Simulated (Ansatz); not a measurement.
`C=N[SiH2][TeH]` + SiH₄ → `[SiH3][SiH2][TeH]` + `C=N`  (formal exchange of groups at the Si–N bond)

Isolated molecules relaxed with PBE0-D4/def2-TZVP in Ansatz; ΔE leaves out vibrations. CCSD(T)/CBS adds triple-zeta CCSD(T) − MP2 to the extrapolated MP2 energy (def2 sets, frozen cores). This one scheme is used for every species. DFT in def2-TZVPP. B3LYP here is the variant with VWN-RPA as its local correlation; programs differ in this. def2 core potentials past Kr. For Te outer-core shells are correlated without core-valence functions, which leaves a few kJ/mol of doubt a bond. One conformer a species, not always the lowest.

Task: Is it downhill or uphill in electronic energy at CCSD(T)/CBS, and by how much? (An estimate is asked.)

Result: The calculation gave: Uphill: ΔE = +40.9 kJ/mol.

Task: What do these levels give: r2SCAN-D4, PBE0-D4, B3LYP-D4, ωB97X-V, B2PLYP, MP2/def2-TZVPP, SCS-MP2/def2-TZVPP, CCSD(T)/def2-TZVPP, MP2/def2-QZVPP, SCS-MP2/def2-QZVPP, MP2/CBS(def2), CCSD/CBS(def2)? (Best estimate.)

Result: Ansatz gave: r2SCAN-D4 40.6, PBE0-D4 31.6, B3LYP-D4 45.3, ωB97X-V 40.4, B2PLYP 47.5, MP2/def2-TZVPP 50.9, SCS-MP2/def2-TZVPP 51.0, CCSD(T)/def2-TZVPP 41.0, MP2/def2-QZVPP 51.1, SCS-MP2/def2-QZVPP 51.1, MP2/CBS(def2) 50.7, CCSD/CBS(def2) 40.9 kJ/mol.

Largest T1 diagnostic among the species: 0.013.
